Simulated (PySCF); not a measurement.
A structure optimised at ωB97X-D3(BJ)/def2-SVP, used in a PySCF frequency run:

```xyz
11

O      1.4178     1.5376     0.3007
C      1.3117     0.4494    -0.2164
O      2.3627    -0.3198    -0.5264
Si    -0.4411    -0.2061    -0.6275
F     -0.4179    -1.8182    -0.8768
Si    -1.7453     0.3434     1.2210
H      3.1627     0.1668    -0.2563
H     -0.8579     0.4532    -1.8940
H     -3.0909    -0.2898     1.1069
H     -1.8919     1.8243     1.2783
H     -1.0655    -0.1507     2.4518
```

### Question
Write its SMILES and formula.

### Answer
O=C(O)[Si@@H](F)[SiH3], CH5FO2Si2

### Question
What are its rotational constants (standard atomic weights)?

### Answer
2.8911, 1.6445, 1.1495 GHz
